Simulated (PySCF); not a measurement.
C₅H₆O. Atoms are numbered in the order given.

```xyz
12

C      0.0352    -2.1526     0.0000
C      0.0558    -0.8089     0.0000
C      1.1972     0.1004     0.0000
C      0.7159     1.3612     0.0000
O     -0.6329     1.4575     0.0000
C     -1.1559     0.1128     0.0000
H      0.9631    -2.7288     0.0000
H     -0.9041    -2.7113     0.0000
H      2.2454    -0.1899     0.0000
H      1.2460     2.3143     0.0000
H     -1.7883    -0.0109    -0.8944
H     -1.7883    -0.0109     0.8944
```

Coordinates come from a B3LYP-D3(BJ)/def2-SVP optimisation. One conformer was computed; it need not be the lowest.

Method: PySCF with HF/def2-TZVP.

Symmetry labels are those of the subgroup Cs that the program uses (full group Cs).

Computed valence orbital energies around the gap with their symmetry:
```
orbital  symmetry  energy (eV)
-------  --------  -----------
HOMO−7         A'       -16.49
HOMO−6         A'       -16.22
HOMO−5         A'       -15.24
HOMO−4         A'       -14.95
HOMO−3         A"       -14.00
HOMO−2         A'       -13.12
HOMO−1         A"       -11.67
HOMO           A"        -8.06
LUMO           A"         3.07
LUMO+1         A'         4.19
LUMO+2         A'         4.79
LUMO+3         A'         4.91
```
